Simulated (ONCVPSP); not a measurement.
# What the settings do to the ONCV potential of vanadium

Base potential:

| Property | Result |
| --- | --- |
| Element | vanadium |
| Generator | ONCVPSP 4.0.1 |
| Type | optimised norm-conserving Vanderbilt (ONCV) |
| Functional | PBEsol |
| Relativity | scalar-relativistic |
| Frozen core | [Ne] |
| Valence charge | 13 |
| Reference configuration | 3s2 3p6 3d3 4s1.5 4p0.5 |
| Partial waves | 3s+4s: rc 1.80 bohr, ncon 4, nbas 7, qcut 6.7 1/bohr, 3 projectors, debl 3.1 Ha; 3p+4p: rc 2.05 bohr, ncon 4, nbas 7, qcut 7.5 1/bohr, 2 projectors; 3d: rc 1.65 bohr, ncon 4, nbas 9, qcut 8.9 1/bohr, 2 projectors, debl 0.7 Ha |
| Local potential | polynomial inside 1.65 bohr (lpopt 2, dvloc0 1 Ha) |
| Core correction | none |

All-electron outer shells of the reference configuration (PBEsol, scalar-relativistic, ld1.x):

```json
{"shell": "2s", "level (eV)": "-602.59", "outermost node (bohr)": "0.09", "outermost maximum (bohr)": "0.26"}
{"shell": "2p", "level (eV)": "-503.49", "outermost node (bohr)": "–", "outermost maximum (bohr)": "0.21"}
{"shell": "3s", "level (eV)": "-70.76", "outermost node (bohr)": "0.38", "outermost maximum (bohr)": "0.82"}
{"shell": "3p", "level (eV)": "-44.68", "outermost node (bohr)": "0.35", "outermost maximum (bohr)": "0.84"}
{"shell": "3d", "level (eV)": "-5.87", "outermost node (bohr)": "–", "outermost maximum (bohr)": "0.90"}
{"shell": "4s", "level (eV)": "-5.15", "outermost node (bohr)": "1.17", "outermost maximum (bohr)": "2.72"}
{"shell": "4p", "level (eV)": "-1.78", "outermost node (bohr)": "1.30", "outermost maximum (bohr)": "3.59"}
```

Cutoffs, loose and tight: the cutoffs (Ha) at which the residual kinetic energy of the hardest occupied pseudo-wave falls to 1 and 0.1 mHa per electron. They do not see the model core or the augmentation charge, which bear on the density cutoff. Test errors are all-electron minus pseudo excitation energies from the reference, over the configurations 3s2 3p6 3d3 4s2 4p0; 3s2 3p6 3d3 4s1 4p0; 3s2 3p6 3d3 4s0 4p0; 3s2 3p6 3d3 4s0 4p2. A dash means not determined; rows that change the core or the reference have their own tests.

```tsv
change	outcome	cutoff, loose	cutoff, tight	bound ghosts	GHOST(+) flags above zero	largest test error (meV)
base	generated	32 Ha	36 Ha	none	none	-0.3
s: qcut 4.4; p: qcut 4.9; d: qcut 5.8	generated	107 Ha	125 Ha	none	none	-1.0
s: qcut 5.7; p: qcut 6.4; d: qcut 7.6	generated	27 Ha	73 Ha	none	none	-0.5
s: qcut 6.3; p: qcut 7; d: qcut 8.3	generated	29 Ha	34 Ha	none	none	-0.4
s: qcut 7.3; p: qcut 8.1; d: qcut 9.6	generated	34 Ha	39 Ha	none	none	-0.2
s: qcut 8.3; p: qcut 9.3; d: qcut 11	generated	40 Ha	46 Ha	none	none	-0.3
```

**Question.** What comes out with this change to the base: s: qcut 9.8; p: qcut 10.9; d: qcut 13?

**Answer.** outcome: generated; cutoff, loose: 46 Ha; cutoff, tight: 54 Ha; bound ghosts: none; GHOST(+) flags above zero: none; largest test error (meV): -0.3.
